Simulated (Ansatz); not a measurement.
The first iterations of a band of C2H3SSi (7 atoms, charge -1, multiplicity 1).

These are results of RKS B3LYP/def2-SVP in Ansatz, not measurements.

```
movable images  : 5
climbing image  : yes
spring          : 5.0 eV/Å²
optimiser       : quadratic models (default)
start path      : through a guess of the saddle point
force threshold : 0.03 eV/Å
iteration limit : 60
end points      : relaxed
```

Image 0:

```xyz
7
Properties=species:S:1:pos:R:3
C 0.275 1.120 0.233
C -0.211 -0.268 0.104
Si -0.321 -1.782 -0.499
S -0.970 -3.687 -0.696
H 0.116 1.751 -0.671
H -0.248 1.658 1.055
H 1.358 1.209 0.474
```

Image 6:

```xyz
7
Properties=species:S:1:pos:R:3
C 0.282 1.125 0.199
C -0.134 -0.219 -0.245
Si -0.396 -1.830 -0.158
S -0.959 -3.682 -0.745
H 0.127 1.883 -0.600
H -0.278 1.515 1.079
H 1.359 1.208 0.470
```

| iteration | highest image above the first end (eV) | largest band force component (eV/Å) |
| --- | --- | --- |
| 1 | 0.284 | 1.520 |
| 2 | 0.142 | 0.907 |

Q: Does the band converge within its limit, and where does its top end?

A: The run converged. It ended after 7 iterations with the highest image 0.002 eV above the first end. The top lies less than 8 meV above the higher end, about what the thresholds resolve: that end is a shoulder or a very shallow well. A vibrational analysis at the climbing image gives one clearly imaginary mode, 49i cm⁻¹: a first-order saddle point. Limits of this set-up: an anion without diffuse functions, the dipole of an ion depends on the origin.

Run time: 3.9 min on 1 thread of Intel(R) Xeon(R) Processor @ 2.50GHz (Skylake/Cascade Lake) (shared host), peak memory 0.16 GiB.
